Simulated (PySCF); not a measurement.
An unknown is described by computed data only.

Formula: C2H6BFO.

- Couplings: largest of the computed one-bond spin–spin couplings (means over like bonds): 19F–11B -183.8, 11B–1H +166.8, 13C–1H +144.7 (×3), 13C–1H +129.0 (×2), 13C–11B +73.0, 17O–13C +24.9, 17O–13C +24.1 Hz [B3LYP/pcJ-1, spin–dipole term left out for some pairs]
- Valence photoelectron: vertical ionisation energy: 10.08 eV [ΔSCF PBE0/def2-SVPD]
- NMR, other nuclei: isotropic shieldings of nuclei other than C and H, by class: 42 (1 B), 337 (1 O), 190 (1 F) ppm [GIAO PBE0/pcSseg-1]
- 13C NMR: chemical shifts (computed TMS as zero) by class: 69.6 (1 C), 62.0 (1 C) ppm [GIAO PBE0/pcSseg-1]
- 1H NMR: chemical shifts (computed TMS as zero) by class: 5.76 (1 H), 3.21 (3 H), 2.99 (2 H) ppm [GIAO PBE0/pcSseg-1]
- UV, first state: lowest singlet excitation: 5.75 eV (216 nm, f = 0.006) [TDDFT PBE0/def2-SVPD]
- Rotational structure: rotational constants A, B, C: 26.749, 2.047, 1.948 GHz [PBE0-D3(BJ)/def2-SVP]

The electronic properties come from PySCF, for the isolated species, density fitting. Levels stand in brackets. The structure is a single PBE0-D3(BJ)/def2-SVP conformer in the gas phase; no vibrational or solvent corrections. Each NMR value is the plain mean over a class of atoms that symmetry, rotation or inversion makes alike.

Question: Give a SMILES that accounts for the data.

Answer: Numbering: `[CH3:1][O:2][CH2:3][BH:4][F:5]`. 2 carbons fall into 2 classes; from least to most shielded: sp3 carbon bound to oxygen [C3] (69.6 ppm), methoxy carbon [C1] (62.0 ppm). Hydrogen classes from least to most shielded: 1 H on a three-coordinate boron, B4 (5.76 ppm), 3 H on a methoxy carbon, C1 (3.21 ppm, a mean of values up to 0.7 ppm apart in this geometry), 2 H on an sp3 carbon bound to oxygen, C3 (2.99 ppm). The other shieldings belong to: 42 ppm, three-coordinate boron [B4]; 337 ppm, ether oxygen [O2]; 190 ppm, boron-bound fluorine [F5]. The couplings run between: -183.8 Hz, boron-bound fluorine [F5] and three-coordinate boron [B4]; +166.8 Hz, three-coordinate boron [B4] and its hydrogen; +144.7 Hz, methoxy carbon [C1] and its hydrogen (with 2 like pairs); +129.0 Hz, sp3 carbon bound to oxygen [C3] and its hydrogen (with 1 like pair); +73.0 Hz, sp3 carbon bound to oxygen [C3] and three-coordinate boron [B4]; +24.9 Hz, ether oxygen [O2] and sp3 carbon bound to oxygen [C3]; +24.1 Hz, ether oxygen [O2] and methoxy carbon [C1]. S1 is mainly HOMO→LUMO (weight 1.00); the largest Löwdin shares of the orbital it empties are 0.59 on the ether oxygen, 0.11 on the methoxy carbon, 0.09 on the sp3 carbon bound to oxygen and 0.05 on a methyl hydrogen, of the orbital it fills 0.51 on the three-coordinate boron, 0.16 on the boron-bound fluorine, 0.14 on the sp3 carbon bound to oxygen and 0.11 on the B–H hydrogen. By its constants the optimised geometry is an asymmetric top. Structure: `COCBF`. The assignments are read from this structure; whether some other isomer fits the data as well wasn't checked.

The values belong to the conformer `[CH3:1][O:2][CH2:3][BH:4][F:5]`: C1–O2–C3–B4 -179°, O2–C3–B4–F5 -177°.
